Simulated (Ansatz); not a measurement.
Calculated with Ansatz (gas phase, PBE0-D4/def2-TZVP geometries, no zero-point term in ΔE). CBS: MP2 limit from def2 TZ/QZ plus the TZ coupled-cluster correction, frozen cores. This one scheme is used for every species. Functionals use def2-TZVPP. Each species was taken in one conformer, which may not be the lowest.

`C[S][Al]([F])[Cl]` + CH₄ → `C[S][Al]([CH3])[Cl]` + H–F  (formal exchange of groups at the Al–F bond)

| species | PBE-QIDH energy (Eh) |
| --- | --- |
| `C[S][Al]([F])[Cl]` | -1240.04779 |
| CH₄ | -40.47140 |
| `C[S][Al]([CH3])[Cl]` | -1180.06844 |
| H–F | -100.38493 |

Work out ΔE.

ΔE = (-1180.06844) + (-100.38493) − (-1240.04779) − (-40.47140) = 0.06582 Eh = +172.8 kJ/mol. CCSD(T)/CBS gives +174.1 kJ/mol.

Largest T1 diagnostic among the species: 0.011.

The D4 term adds −6.3 kJ/mol with B3LYP and −3.7 kJ/mol with PBE0; it sums over pairs of atoms, weighted by their polarisabilities, and B3LYP, whose exchange is more repulsive, gets the larger term. In def2-TZVPP, CCSD(T) changes the Hartree–Fock value by −21.1 kJ/mol (the triples alone add −3.1 kJ/mol) and MP2 by −21.2 kJ/mol. Leaving LDA and LC-ωPBE aside and taking each functional with its dispersion term where it has one, the values, not all of them listed here, spread over 19.9 kJ/mol, from revPBE-D4 to B97M-V. LDA lies −8.1 kJ/mol from PBE without D4.

B3LYP here is the variant with VWN-RPA as its local correlation; programs differ in this.
